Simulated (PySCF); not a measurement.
Computed properties of Cu(OH)(PH3) (CuH₄OP), SMILES [Cu](<-[PH3])[OH], multiplicity 1

CuH4OP, SMILES [OH][Cu]<-[PH3], multiplicity 1. Geometry: PBE0-D3(BJ)/def2-SVP. The multiplicity is an assumed one; other spin states were not compared. One conformer was computed; it need not be the lowest. All values are computed for the isolated molecule unless a solvent is named; none is compared with measurement here.

**Structure.** All 15 harmonic modes at PBE0-D3(BJ)/def2-SVP (PySCF) are real, so it is a minimum. With heavy atoms numbered as in [Cu:1]([OH:2])<-[PH3:4], the shortest bond between them is Cu1–O2 at 1.780 Å and the longest Cu1–P4 at 2.150 Å.

**Vibrations.** The strongest infrared lines (harmonic, unscaled, degenerate partners summed) lie at 648 cm⁻¹ (108 km/mol, O 72 %, Cu 21 %), 1019 cm⁻¹ (82 km/mol, H 93 %), 35 cm⁻¹ (77 km/mol, H 87 %, O 12 %). The softest mode is at 35 cm⁻¹ and the zero-point energy is 24.8 kcal/mol.

**Electronic structure.** ωB97X/def2-TZVPD (PySCF) places the frontier levels at -8.85 and 1.08 eV, a gap of 9.93 eV, and gives a dipole moment of 6.48 D and a mean polarisability of 56.3 bohr³. PBE/def2-TZVPD (PySCF) at the same geometry gives -5.07 and -1.65 eV, so its gap is 6.51 eV narrower. An orbital gap is neither the optical nor the fundamental gap.

**Excitations.** TDDFT-ωB97X/def2-SVPD (PySCF) has S1 at 4.86 eV (255 nm, f = 0.001, dark); the most intense of the 10 singlets computed lies at 5.06 eV (f = 0.05). T1 (TDA) is at 4.76 eV. TDDFT-PBE/def2-SVPD (PySCF) puts S1 at 3.48 eV. No vertical singlet excitation falls in the visible range (under 3.1 eV).

**NMR.** GIAO shifts at KT2/pcSseg-1 (PySCF) (non-relativistic, atoms alike by connectivity averaged): ¹H from 1.2 to 3.9 ppm against TMS.
